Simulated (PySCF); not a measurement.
A calculated (MN15, PySCF 2.14, 6-31G*, the non-relativistic Hamiltonian (point nucleus)) atom or ion has these occupied shells.

| shell | electrons | orbital energy (eV) | rms radius, mean of both spins (bohr) |
| --- | --- | --- | --- |
| 1s α | 1 | -535.64 | 0.232 |
| 1s β | 1 | -534.10 | 0.232 |
| 2s α | 1 | -44.884 | 1.22 |
| 2s β | 1 | -38.716 | 1.22 |
| 2p α | 3 | -29.775 | 1.23 |

**Question.** Name the element and its charge.

**Answer.** O⁺ (oxygen, charge +1), in [He] 2s2 2p3, high-spin 4S determinant.
